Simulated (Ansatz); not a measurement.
```xyz
6

C     0.0000   -0.0273   -0.5970
O     0.0000   -0.0604    0.6881
H     0.0000   -0.9832   -0.9301
H    -0.8233    0.4285   -0.9891
H     0.8233    0.4285   -0.9891
H     0.0000    0.7728    0.9856
```

Basis set: def2-TZVP (spherical functions). Left uncorrelated: 2 orbitals. Charge 0, multiplicity 1.

Computed with Ansatz (development build ahead of 0.2.0); each method stands on the lowest determinant of its kind that the runs found. Restricted open shells among the atoms or ions are ROHF, correlated in semicanonical orbitals with singles.

(1) Give the atomization energy at this shape (free ground-state atoms in the same class of orbitals less the molecule, no zero-point energy) of singlet CH₄O by RHF-MP2, RHF.

Results:

(1)

```csv
method,atomization energy
RHF-MP2,475.34 kcal/mol
RHF,357.18 kcal/mol
```

Caution: no unrestricted run beside it, a lower state can exist; the shape is not the minimum.
